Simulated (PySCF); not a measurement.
Si(Cl)2(F)(GeH3) (Cl2FGeH3Si), SMILES F[Si](Cl)(Cl)[GeH3]. Geometry: ωB97X-D3(BJ)/def2-SVP.

These are ωB97X-D3(BJ)/def2-SVP (PySCF) values and carry that method's errors.

Harmonic wavenumbers (cm⁻¹): 91, 100, 111, 185, 205, 246, 379, 487, 490, 598, 636, 818, 894, 898, 925, 2204, 2209, 2209. Rotational constants (GHz): 1.735, 1.009, 0.8303; symmetry number 1.

Work out the zero-point energy and the ideal-gas rigid-rotor harmonic-oscillator thermochemistry at 298.15 K and 1 atm.

ZPE = ½ Σ hcν = ½ × 13684 cm⁻¹ = 19.56 kcal/mol. H − E(el) = 25.17 kcal/mol. Entropy in cal/(mol K): translation 41.69, rotation 29.78, vibration 20.34, total 91.81. G − E(el) = -2.20 kcal/mol. Cp = 27.43 cal/(mol K). Modes under 150 cm⁻¹ make the vibrational entropy uncertain.
